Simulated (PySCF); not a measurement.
Compound: diethoxymethane, C₅H₁₂O₂.
InChI=1S/C5H12O2/c1-3-6-5-7-4-2/h3-5H2,1-2H3

Torsions of this conformer, `[CH3:1][CH2:2][O:3][CH2:4][O:5][CH2:6][CH3:7]`: C1–C2–O3–C4 87°, C2–O3–C4–O5 67°, O3–C4–O5–C6 68°, C4–O5–C6–C7 88°.

The closed-shell ground state was solved at several levels (PySCF, density fitting, gas phase, non-relativistic). Isolated species at its PBE0-D3(BJ)/def2-SVP geometry (one conformer only).

| level | basis functions | HOMO (eV) | LUMO (eV) | gap (eV) | dipole (D) |
| --- | --- | --- | --- | --- | --- |
| PBE0/pcSseg-1 | 179 | -7.71 | 1.48 | 9.19 | 0.19 |
| PBE0/def2-SVPD | 242 | -7.80 | 0.69 | 8.49 | 0.20 |

Question: Estimate the row for B3LYP/pcJ-1, a basis of 309 functions; the other rows only guide the guess.

Answer: HOMO -7.44 eV, LUMO 1.19 eV, gap 8.63 eV, dipole 0.21 D.

Question: Over all these levels, which gives the widest orbital gap and which the narrowest?

Answer: PBE0/pcSseg-1 has the widest, 9.19 eV, and PBE0/def2-SVPD the narrowest, 8.49 eV. The two share the functional. From the narrowest to the widest the HOMO moves by +0.09 eV and the LUMO by +0.79 eV.

Question: How far do the dipole and the HOMO energy spread over the levels?

Answer: The dipole runs from 0.19 to 0.21 D (mean 0.20 D) and the HOMO from -7.80 to -7.44 eV.
